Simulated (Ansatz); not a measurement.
Spectroscopic constants of SF, multiplicity 2 (the spin of the measured ground state).

```json
[
 {"level": "SVWN5/def2-TZVPP", "bond energy D_e (kcal/mol)": "117.41"},
 {"level": "PBE/def2-TZVPP", "bond energy D_e (kcal/mol)": "94.69"},
 {"level": "r2SCAN/def2-TZVPP", "bond energy D_e (kcal/mol)": "86.24"},
 {"level": "B97M-V/def2-TZVPP", "bond energy D_e (kcal/mol)": "85.04"},
 {"level": "B3LYP/def2-TZVPP", "bond energy D_e (kcal/mol)": "84.91"},
 {"level": "PBE0/def2-TZVPP", "bond energy D_e (kcal/mol)": "84.23"},
 {"level": "BHLYP/def2-TZVPP", "bond energy D_e (kcal/mol)": "73.15"},
 {"level": "CAM-B3LYP/def2-TZVPP", "bond energy D_e (kcal/mol)": "86.15"},
 {"level": "wB97X-V/def2-TZVPP", "bond energy D_e (kcal/mol)": "87.17"},
 {"level": "wB97M-V/def2-TZVPP", "bond energy D_e (kcal/mol)": "87.19"},
 {"level": "B2PLYP/def2-TZVPP", "bond energy D_e (kcal/mol)": "83.16"},
 {"level": "CCSD/def2-TZVPP", "bond energy D_e (kcal/mol)": "73.80"},
 {"level": "CCSD/def2-QZVPP", "bond energy D_e (kcal/mol)": "77.49"},
 {"level": "CCSD(T)/def2-TZVPP", "bond energy D_e (kcal/mol)": "77.87"},
 {"level": "CCSD(T)/def2-QZVPP", "bond energy D_e (kcal/mol)": "81.90"}
]
```

The rows run from 73.15 (BHLYP/def2-TZVPP) to 117.41 kcal/mol (SVWN5/def2-TZVPP). From def2-TZVPP to def2-QZVPP CCSD(T) changes by 4.03. The 11 functionals in def2-TZVPP without D3 or D4 span 44.26, from BHLYP to SVWN5.

D_e counts from the fitted minimum to each atom's lowest state at the same level, without counterpoise.

Correlated levels freeze the cores.

The values were computed with Ansatz (Gaussian basis) for Hartree–Fock, density functionals and correlated methods.

Ansatz is a program for electronic structure.
